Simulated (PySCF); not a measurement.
B(Cl)(GeH3)(OH) (BClGeH₄O), SMILES O[B](Cl)[GeH3]. Atoms are numbered in the order given.

```xyz
8

B      0.4627     0.6862     0.0000
Cl    -0.7743     1.9780     0.0000
Ge    -0.1329    -1.3027     0.0000
H     -1.0000    -1.5991     1.2430
H     -1.0000    -1.5991    -1.2430
H      1.0671    -2.2726     0.0000
O      1.7636     1.0161     0.0000
H      1.9254     1.9727     0.0000
```
Charge 0, spin multiplicity 1.

The structure is a stationary point at B3LYP-D3(BJ)/def2-SVP. This is a generated structure with no PubChem entry under its InChIKey; it may be hypothetical. One conformer was computed; it need not be the lowest.

The numbers are results of TDDFT-CAM-B3LYP/def2-SVPD (PySCF 2.14.0), not measurements.

Vertical excitations. Gas-phase values at a fixed geometry. State labels are in the subgroup Cs.

Q: List the lowest excited states. (Estimate from the structure and the level; the computed values follow.)

A: 
```tsv
state	symmetry	energy (eV)	λ (nm)	f	main pairs
S1	A"	6.00	207	0.011	HOMO→LUMO 97 %
S2	A"	7.15	173	0.004	HOMO−4→LUMO 50 %, HOMO−1→LUMO 46 %
S3	A'	7.44	167	0.131	HOMO→LUMO+1 89 %
S4	A'	7.63	162	0.026	HOMO−2→LUMO 55 %, HOMO−3→LUMO 30 %
S5	A"	7.74	160	0.007	HOMO−1→LUMO 50 %, HOMO−4→LUMO 46 %
S6	A'	7.96	156	0.103	HOMO−3→LUMO 48 %, HOMO−2→LUMO 37 %
S7	A'	8.28	150	0.093	HOMO→LUMO+3 37 %, HOMO→LUMO+2 16 %, HOMO−4→LUMO+1 15 %, HOMO−1→LUMO+1 13 %
S8	A'	8.45	147	0.020	HOMO→LUMO+2 55 %, HOMO−1→LUMO+1 23 %
S9	A"	8.46	146	0.000	HOMO−3→LUMO+1 51 %, HOMO−2→LUMO+1 38 %
S10	A'	8.56	145	0.043	HOMO−1→LUMO+1 36 %, HOMO→LUMO+3 23 %, HOMO→LUMO+2 14 %, HOMO→LUMO+5 10 %
T1	A"	5.11	243	0	HOMO→LUMO 94 %
T2	A'	6.76	183	0	HOMO−3→LUMO 65 %, HOMO−2→LUMO 28 %
T3	A"	6.89	180	0	HOMO−1→LUMO 54 %, HOMO−4→LUMO 39 %
T4	A'	7.08	175	0	HOMO−2→LUMO 52 %, HOMO−3→LUMO 22 %, HOMO→LUMO+1 13 %
```
Triplets are in the Tamm–Dancoff approximation, which puts them higher than full response would, so one can lie above its singlet here.
